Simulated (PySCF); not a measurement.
## Excitation energies in several basis sets

Compound: CH7ClGeOSi.
Numbering: `[Cl:1][CH2:2][SiH2:3][O:4][GeH3:5]` (hydrogens: H6, H7 on C2; H8, H9 on Si3; H10, H11, H12 on Ge5)

Cartesian coordinates in Å at the PBE0-D3(BJ)/def2-SVP level; atoms count from 1:
```xyz
12
CH7ClGeOSi angstrom
Cl    -0.833    0.957   -1.856
C     -1.676    0.711   -0.290
Si    -0.901   -0.762    0.609
O      0.699   -0.490    0.886
Ge     2.145   -0.016   -0.047
H     -1.580    1.642    0.288
H     -2.744    0.550   -0.504
H     -1.592   -0.917    1.923
H     -1.116   -1.975   -0.236
H      2.123    1.508   -0.238
H      2.141   -0.761   -1.392
H      3.333   -0.445    0.829
```

TDDFT with PBE0 (PySCF), vertical singlets, core orbitals frozen in the response, spherical d and f functions. The structure is a single PBE0-D3(BJ)/def2-SVP conformer in the gas phase; no vibrational or solvent corrections. Relativistic effects, spin–orbit coupling among them, are left out although an element past zinc is present.

Q: Compare 6-31G*, def2-SVP, def2-SVPD, aug-cc-pVDZ, def2-TZVP and def2-TZVPD for this molecule.

A: 

```json
{"basis": "6-31G*", "functions": "110", "diffuse": "no", "S1 (eV)": "6.63", "S2 (eV)": "6.87", "S3 (eV)": "7.05", "S4 (eV)": "7.28", "S5 (eV)": "7.60", "LUMO (eV)": "0.08", "α (au)": "67.0"}
{"basis": "def2-SVP", "functions": "131", "diffuse": "no", "S1 (eV)": "6.78", "S2 (eV)": "7.06", "S3 (eV)": "7.22", "S4 (eV)": "7.39", "S5 (eV)": "7.72", "LUMO (eV)": "0.23", "α (au)": "70.8"}
{"basis": "def2-SVPD", "functions": "188", "diffuse": "yes", "S1 (eV)": "6.49", "S2 (eV)": "6.72", "S3 (eV)": "6.96", "S4 (eV)": "7.09", "S5 (eV)": "7.30", "LUMO (eV)": "-0.23", "α (au)": "85.3"}
{"basis": "aug-cc-pVDZ", "functions": "199", "diffuse": "yes", "S1 (eV)": "6.35", "S2 (eV)": "6.54", "S3 (eV)": "6.77", "S4 (eV)": "6.88", "S5 (eV)": "7.00", "LUMO (eV)": "-0.41", "α (au)": "86.5"}
{"basis": "def2-TZVP", "functions": "226", "diffuse": "no", "S1 (eV)": "6.50", "S2 (eV)": "6.79", "S3 (eV)": "7.00", "S4 (eV)": "7.11", "S5 (eV)": "7.50", "LUMO (eV)": "-0.12", "α (au)": "80.5"}
{"basis": "def2-TZVPD", "functions": "283", "diffuse": "yes", "S1 (eV)": "6.35", "S2 (eV)": "6.57", "S3 (eV)": "6.86", "S4 (eV)": "6.94", "S5 (eV)": "7.07", "LUMO (eV)": "-0.34", "α (au)": "86.4"}
```

States are compared by their number. Against the largest diffuse basis here (def2-TZVPD, itself not a converged limit), sets without diffuse functions differ by up to 0.43 eV in S1 and 0.65 eV in S5; the smaller diffuse sets differ by up to 0.14 and 0.23 eV. State by state, the largest deviation of a set without diffuse functions is S1 0.43, S2 0.49, S3 0.36, S4 0.45, S5 0.65 eV. The same number needn't mean the same state in each row. Against def2-TZVPD the polarisability deviates by -23% in 6-31G*, -18% in def2-SVP, -1% in def2-SVPD, 0% in aug-cc-pVDZ, -7% in def2-TZVP.
